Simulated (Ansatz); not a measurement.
Reaction (ligand exchange at the Si–C bond): `C=C[Si](N)(O)F` + HCl → `N[Si](O)(F)Cl` + `C=C`

Computed with Ansatz on PBE0-D4/def2-TZVP structures; ΔE is electronic, products minus reactants. CCSD(T)/CBS is the MP2 limit (def2-TZVPP, def2-QZVPP) plus CCSD(T) − MP2 in def2-TZVPP, frozen cores. This one scheme is used for every species. Functionals use def2-TZVPP. One conformer a species, not always the lowest.

Problem. Is it downhill or uphill in electronic energy at CCSD(T)/CBS, and by how much? (Best estimate.)

Solution. The calculation gave: Downhill: ΔE = -1.01 eV.

Problem. What do these levels give: PBE0-D4, r2SCANh-D4, CAM-B3LYP-D4, CCSD/def2-SVP, CCSD(T)/def2-SVP, HF/def2-TZVPP? (Best estimate.)

Solution. Ansatz gave: PBE0-D4 -1.01, r2SCANh-D4 -1.05, CAM-B3LYP-D4 -1.01, CCSD/def2-SVP -0.97, CCSD(T)/def2-SVP -0.95, HF/def2-TZVPP -1.14 eV.

Largest T1 diagnostic among the species: 0.011.

From BLYP to BHLYP (50 % exact exchange), in def2-TZVPP and without D4, ΔE moves by −0.05 eV. Leaving LDA and LC-ωPBE aside and taking each functional with its dispersion term where it has one, the values, not all of them listed here, spread over 0.11 eV, from B97M-V to revPBE-D4. LDA lies +0.05 eV from PBE without D4.
